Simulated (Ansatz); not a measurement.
`[Cl][InH][SeH]` + NH₃ → `[NH2][InH][Cl]` + H₂Se at 600 K and 1 bar (ligand exchange at the In–Se bond).

Isolated molecules relaxed with PBE0-D4/def2-TZVP in Ansatz; ΔE leaves out vibrations. CCSD(T)/CBS is the MP2 limit (def2-TZVPP, def2-QZVPP) plus CCSD(T) − MP2 in def2-TZVPP, frozen cores. This one scheme is used for every species. def2 core potentials past Kr. For In, Se outer-core shells are correlated without core-valence functions, which leaves a few kJ/mol of doubt a bond. Scalar relativity is left out up to krypton. One conformer a species, not always the lowest.

```tsv
species	CCSD(T)/CBS energy (Eh)	H − E (kJ/mol)	S (J/(mol·K))
`[Cl][InH][SeH]`	-3051.57859	83.3	401.1
NH₃	-56.50880	112.4	219.5
`[NH2][InH][Cl]`	-706.15182	128.7	384.5
H₂Se	-2401.89790	57.0	244.8
```

H − E and S are ideal-gas, rigid-rotor, harmonic terms from PBE0-D4/def2-TZVP, for one conformer and one mirror image of each species. 1 Eh = 2625.50 kJ/mol, R = 8.31446 J/(mol·K).

Problem. By hand: ΔE, ΔH, ΔS and ΔG.

Solution. ΔE = (-706.15182) + (-2401.89790) − (-3051.57859) − (-56.50880) = 0.03767 Eh = 98.9 kJ/mol. Δ(H − E) = 128.7 + 57.0 − 83.3 − 112.4 = -10.0, so ΔH = 88.9 kJ/mol. ΔS = 384.5 + 244.8 − 401.1 − 219.5 = 8.7 J/(mol·K). ΔG = 88.9 − 600 × (8.7)/1000 = 83.7 kJ/mol.

Problem. By hand: the equilibrium constant, and the temperature at which ΔG would vanish if ΔH and ΔS stayed fixed.

Solution. log₁₀ K = −ΔG/(RT ln 10) = -7.3. ΔG = 0 at ΔH/ΔS = 10218 K, far beyond where these terms or the molecules hold.

The number of gas molecules stays the same, so ΔS is small and ΔH decides. A doubt of 5 kJ/mol in ΔE shifts log₁₀ K by 0.4 here. Other conformers and mirror images would add mixing entropy, several J/(mol·K) or more a flexible species. These are equilibria of isolated gas molecules and say nothing of rates. Largest T1 diagnostic: 0.014 (customary marks: 0.02 for closed shells, 0.045 for open ones).
